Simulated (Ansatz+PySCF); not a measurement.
singlet BeH2: levels of theory in one basis

```xyz
3

H     0.0000    0.0000   -2.9460
Be    0.0000    0.0000    0.0000
H     0.0000    0.0000    2.9460
```

Basis set: 6-31G (spherical functions). All electrons are correlated. Charge 0, multiplicity 1.

Computed with Ansatz (development build ahead of 0.2.0); each method stands on the lowest determinant of its kind that the runs found.

| method | E − E(RHF) (eV) | <S²> of the determinant |
| --- | --- | --- |
| RHF | 0.00 | 0.00 |
| UHF | -3.75 | 1.25 |
| RHF-MP2 | -2.14 | – |
| UHF-MP2 | -4.20 | 1.25 |
| RHF-CCSD | -4.74 | – |
| RHF-CCSD(T) | -5.17 | – |
| UHF-CCSD(T) | -4.89 | 1.25 |

(1) What does full CI (lowest root of this spin) give on the same scale?

(2) Is a single determinant a sound starting point here?

## Answers

(1) -4.92 eV.

At such a shape the full CI root can have another spatial symmetry than the determinants, so the rows needn't describe one state.

(2) It is doubtful. Unrestricted orbitals lower Hartree–Fock by 3.75 eV and <S²> is 1.25 where a pure state has 0.00, a sign of strong static correlation.

Caution for RHF, RHF-MP2, RHF-CCSD, RHF-CCSD(T): an unrestricted determinant lies well below. Caution for UHF, UHF-MP2, UHF-CCSD(T): the unrestricted determinant is a mixture of spin states; the determinant may break the point group. Caution for RHF-MP2, RHF-CCSD: large amplitudes, a single reference is doubtful. Caution for UHF-MP2, UHF-CCSD(T): bonds are stretched, where a single reference can fail. Caution for RHF-CCSD(T): very large amplitudes, the method is breaking down; the program doubts this total.
